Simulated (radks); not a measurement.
Charge is removed step by step from the 4p3/2 level of Yb18+, starting from [Ar] 3d10 4s2 4p(1/2: 2, 3/2: 4) 4d10 4f6. Method: Dirac Kohn-Sham, BLYP, spin-unpolarised, spherical densities, point nucleus; open shells fill j = l - 1/2 first; computed with a radial shooting solver on a logarithmic mesh with Libxc functionals.

removed (e),E - E(0) (eV),eigenvalue (eV),E minus straight line (eV)
0,0.000,-760.71,0.000
0.25,191.45,-770.89,-3.836
0.5,385.45,-781.11,-5.121
0.75,582.01,-791.37,-3.846
1,781.13,-801.67,0.000

Removing the whole electron costs 781.13 eV by Delta-SCF, against 760.71 eV from minus the eigenvalue at the starting occupation. Slater's transition state (half an electron removed) gives 781.11 eV. Integrating minus the eigenvalue over the occupation (Janak's theorem) gives 781.13 eV. The mean slope of the eigenvalue, de/dn, is 41.0 eV per electron.
